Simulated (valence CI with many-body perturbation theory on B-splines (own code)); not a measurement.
## E1 transitions of Cs40+

Calculated by valence CI with perturbative core correlation (CI+MBPT): five valence electrons over a frozen Dirac-Fock core [Ne], a basis of 11 s, 11 p, 10 d, 8 f, 5 g, 2 h functions for each j, with the one-electron correlation potential Σ1, the two-electron term Σ2, the three-electron term Σ3, Breit, model QED; selected CI, second order for the rest, scaled by the run's own slope (own B-spline code, finite nucleus).

No measured spectrum was set against this ion. As an estimate, large intervals hold to a few tenths of a per cent, small ones and those within an open d or f shell to about a per cent. Among the levels kept, up to 3200 cm⁻¹ of a level comes from second order outside the variational space, and about a tenth of that is noise between levels of different J, which matters for small intervals.

Lines 1 to 50 of 555 in falling wavelength, among levels below 569.35 eV, chosen from the strongest by gf and those to the six lowest levels. Wavelengths and rates use the calculated energies. Electric multipoles are in the length gauge, E1 and E2 with the static RPA response of the core. Weak lines are less certain than strong ones. Lines between different terms over intervals too small for the method are left out, as are lines whose strength nearly cancels. Where a level lies close to another of its J and parity, the split of strength between their lines is uncertain. The highest levels of a list are the least certain.

Levels are named by their leading jj configuration (3d3/2^4 stands for four electrons in 3d with j = 3/2), which in mixed levels can hold well under half, so a name can repeat and another be missing. Letters in brackets count levels of one name in rising energy.

```tsv
λ vac (Å)	Upper	Lower	A (s⁻¹)	S (a.u.) with core polarisation	S without
368.1	(3s 3p1/2^2 3p3/2^2) J=3/2	(3s^2 3p3/2^3) J=3/2	1.54e+07	1.51e-03	1.54e-03
213.1	(3s^2 3p1/2 3p3/2 3d3/2) J=3/2 [a]	(3s^2 3p3/2^3) J=3/2	1.72e+07	3.30e-04	3.37e-04
179.4	(3s^2 3p1/2^2 3d3/2) J=3/2	(3s^2 3p1/2 3p3/2^2) J=5/2	1.23e+08	1.41e-03	1.43e-03
162.0	(3s^2 3p1/2 3p3/2 3d5/2) J=3/2 [a]	(3s^2 3p3/2^3) J=3/2	1.52e+08	1.28e-03	1.30e-03
151.5	(3s^2 3p1/2 3p3/2 3d5/2) J=5/2 [a]	(3s^2 3p3/2^3) J=3/2	2.24e+08	2.31e-03	2.36e-03
144.7	(3s^2 3p1/2 3p3/2 3d3/2) J=5/2 [b]	(3s^2 3p3/2^3) J=3/2	2.87e+08	2.57e-03	2.63e-03
137.8	(3s^2 3p1/2^2 3d5/2) J=5/2	(3s^2 3p1/2 3p3/2^2) J=5/2	9.63e+08	7.46e-03	7.62e-03
137.8	(3s^2 3p1/2 3p3/2 3d3/2) J=1/2 [b]	(3s^2 3p3/2^3) J=3/2	3.52e+08	9.08e-04	9.25e-04
128.5	(3s 3p1/2^2 3d5/2^2) J=9/2	(3s 3p1/2 3p3/2^2 3d5/2) J=7/2 [b]	3.60e+09	3.76e-02	3.84e-02
127.0	(3s 3p1/2^2 3p3/2 3d5/2) J=9/2	(3s^2 3p1/2 3p3/2 3d5/2) J=9/2	3.44e+09	3.48e-02	3.55e-02
126.7	(3s 3p1/2 3p3/2^2 3d3/2) J=9/2	(3s^2 3p3/2^2 3d3/2) J=7/2	3.62e+09	3.63e-02	3.71e-02
126.1	(3s^2 3p1/2^2 3d5/2) J=5/2	(3s^2 3p1/2 3p3/2^2) J=3/2	1.66e+09	9.87e-03	1.01e-02
125.2	(3s 3p1/2^2 3p3/2 3d5/2) J=7/2 [a]	(3s^2 3p1/2 3p3/2 3d5/2) J=5/2 [b]	3.26e+09	2.53e-02	2.58e-02
124.6	(3s 3p1/2 3p3/2^2 3d5/2) J=9/2 [b]	(3s^2 3p3/2^2 3d5/2) J=7/2	2.31e+09	2.20e-02	2.25e-02
120.6	(3s 3p1/2^2 3p3/2 3d3/2) J=7/2	(3s^2 3p1/2 3p3/2 3d3/2) J=7/2	4.07e+09	2.82e-02	2.88e-02
118.9	(3s^2 3p1/2 3p3/2 3d5/2) J=5/2 [b]	(3s^2 3p3/2^3) J=3/2	4.71e+08	2.35e-03	2.40e-03
117.8	(3s 3p1/2 3p3/2^2 3d5/2) J=11/2	(3s^2 3p3/2^2 3d5/2) J=9/2	8.57e+09	8.30e-02	8.46e-02
116.8	(3s 3p1/2^2 3p3/2 3d3/2) J=5/2 [a]	(3s^2 3p1/2 3p3/2 3d3/2) J=5/2 [a]	4.64e+09	2.19e-02	2.23e-02
116.6	(3s 3p1/2^2 3p3/2 3d5/2) J=9/2	(3s^2 3p1/2 3p3/2 3d5/2) J=7/2 [a]	8.84e+09	6.91e-02	7.05e-02
116.6	(3s^2 3p1/2 3p3/2 3d5/2) J=1/2	(3s^2 3p3/2^3) J=3/2	1.23e+09	1.93e-03	1.97e-03
116.1	(3s 3p1/2 3p3/2^2 3d5/2) J=7/2 [f]	(3s^2 3p3/2^2 3d5/2) J=5/2 [b]	5.27e+09	3.25e-02	3.32e-02
114.7	(3s 3p1/2^2 3p3/2^2) J=5/2	(3s^2 3p1/2 3p3/2^2) J=5/2	2.61e+09	1.17e-02	1.19e-02
114.6	(3s 3p1/2^2 3d5/2^2) J=5/2 [a]	(3s 3p1/2 3p3/2^2 3d3/2) J=5/2 [c]	4.90e+09	2.19e-02	2.23e-02
114.6	(3s 3p1/2^2 3d3/2^2) J=5/2	(3s^2 3p1/2 3d3/2^2) J=5/2	5.25e+09	2.34e-02	2.39e-02
110.7	(3s 3p1/2^2 3p3/2^2) J=1/2	(3s^2 3p1/2 3p3/2^2) J=1/2	1.20e+10	1.60e-02	1.63e-02
110.5	(3s 3p1/2^2 3p3/2 3d5/2) J=5/2 [a]	(3s^2 3p1/2 3p3/2 3d5/2) J=5/2 [a]	5.05e+09	2.02e-02	2.06e-02
110.3	(3s^2 3p1/2 3p3/2 3d5/2) J=3/2 [c]	(3s^2 3p3/2^3) J=3/2	9.91e+07	2.63e-04	2.68e-04
110.2	(3s 3p1/2^2 3d3/2 3d5/2) J=7/2 [a]	(3s^2 3p1/2 3d3/2 3d5/2) J=7/2	4.28e+09	2.26e-02	2.30e-02
106.6	(3s 3p1/2^2 3d5/2^2) J=9/2	(3s 3p1/2 3p3/2^2 3d5/2) J=9/2 [b]	5.67e+09	3.40e-02	3.46e-02
106.5	(3s 3p1/2^2 3p3/2^2) J=5/2	(3s^2 3p1/2 3p3/2^2) J=3/2	4.55e+09	1.63e-02	1.66e-02
106.3	(3s 3p1/2^2 3d3/2 3d5/2) J=9/2	(3s^2 3p1/2 3d3/2 3d5/2) J=9/2	4.95e+09	2.94e-02	2.99e-02
105.7	(3s 3p1/2^2 3p3/2 3d5/2) J=3/2 [a]	(3s^2 3p1/2 3p3/2 3d5/2) J=5/2 [a]	9.37e+09	2.18e-02	2.23e-02
105.5	(3s 3p1/2^2 3p3/2 3d5/2) J=5/2 [a]	(3s^2 3p1/2 3p3/2 3d5/2) J=3/2 [a]	7.73e+09	2.69e-02	2.74e-02
105.3	(3s 3p1/2 3p3/2^2 3d3/2) J=7/2 [d]	(3s^2 3p3/2^2 3d3/2) J=7/2	5.46e+09	2.52e-02	2.57e-02
105.1	(3s 3p1/2 3p3/2^3) J=5/2	(3s^2 3p3/2^3) J=3/2	5.73e+09	1.97e-02	2.01e-02
104.2	(3s 3p1/2 3p3/2^2 3d5/2) J=7/2 [e]	(3s^2 3p3/2^2 3d5/2) J=5/2 [a]	6.47e+09	2.89e-02	2.95e-02
103.8	(3s 3p1/2 3p3/2^2 3d5/2) J=5/2 [d]	(3s^2 3p3/2^2 3d5/2) J=5/2 [a]	5.68e+09	1.88e-02	1.92e-02
103.7	(3s 3p1/2^2 3p3/2 3d5/2) J=5/2 [b]	(3s^2 3p1/2 3p3/2 3d5/2) J=7/2 [b]	9.13e+09	3.01e-02	3.07e-02
103.1	(3s 3p1/2^2 3d5/2^2) J=3/2	(3s^2 3p1/2 3d5/2^2) J=5/2	1.49e+10	3.23e-02	3.29e-02
102.2	(3s 3p1/2 3p3/2^2 3d5/2) J=5/2 [f]	(3s^2 3p3/2^2 3d5/2) J=5/2 [b]	7.35e+09	2.32e-02	2.37e-02
101.6	(3s 3p1/2^2 3d5/2^2) J=7/2	(3s 3p1/2 3p3/2^2 3d5/2) J=9/2 [b]	1.14e+10	4.71e-02	4.80e-02
101.4	(3s 3p1/2^2 3d3/2 3d5/2) J=7/2 [b]	(3s^2 3p1/2 3d3/2 3d5/2) J=9/2	1.57e+10	6.47e-02	6.60e-02
100.9	(3s^2 3p1/2 3d5/2^2) J=9/2	(3s^2 3p3/2^2 3d5/2) J=7/2	4.67e+09	2.37e-02	2.42e-02
100.6	(3s 3p1/2^2 3p3/2^2) J=3/2	(3s^2 3p1/2 3p3/2^2) J=5/2	1.30e+10	2.63e-02	2.68e-02
98.93	(3p1/2^2 3p3/2^3) J=3/2	(3s 3p1/2 3p3/2^3) J=5/2	1.29e+10	2.47e-02	2.52e-02
97.41	(3s 3p1/2 3p3/2^2 3d5/2) J=7/2 [c]	(3s^2 3p3/2^2 3d5/2) J=7/2	5.73e+09	2.09e-02	2.13e-02
97.10	(3s 3p1/2^2 3p3/2 3d5/2) J=7/2 [b]	(3s^2 3p1/2 3p3/2 3d5/2) J=9/2	1.38e+10	4.97e-02	5.07e-02
96.98	(3s 3p1/2^2 3p3/2 3d3/2) J=5/2 [b]	(3s^2 3p1/2 3p3/2 3d3/2) J=7/2	1.49e+10	4.03e-02	4.11e-02
96.68	(3s 3p1/2^2 3d3/2 3d5/2) J=5/2 [b]	(3s^2 3p1/2 3d3/2 3d5/2) J=7/2	6.63e+09	1.77e-02	1.81e-02
96.64	(3p1/2^2 3p3/2^2 3d3/2) J=3/2	(3s^2 3p1/2 3d3/2 3d5/2) J=5/2	1.02e+10	1.82e-02	1.86e-02
```
